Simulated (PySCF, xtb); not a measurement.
SnF, SMILES [F][Sn+] (connectivity only; charge and spin as stated), charge +1, multiplicity 1.

GFN2-xTB (xtb) at its own geometry gives an orbital gap of 4.90 eV.

Coordinates come from a B3LYP-D3(BJ)/def2-TZVP optimisation. The multiplicity is an assumed one; other spin states were not compared. The def2 effective core potentials stand for the cores of Sn; spin–orbit coupling is left out.

Problem. What does PBE0/def2-TZVPD in PySCF give? (The exact figures need the calculation; the answer reports its results.)

Solution. gap 7.12 eV (levels -16.43 and -9.31 eV).
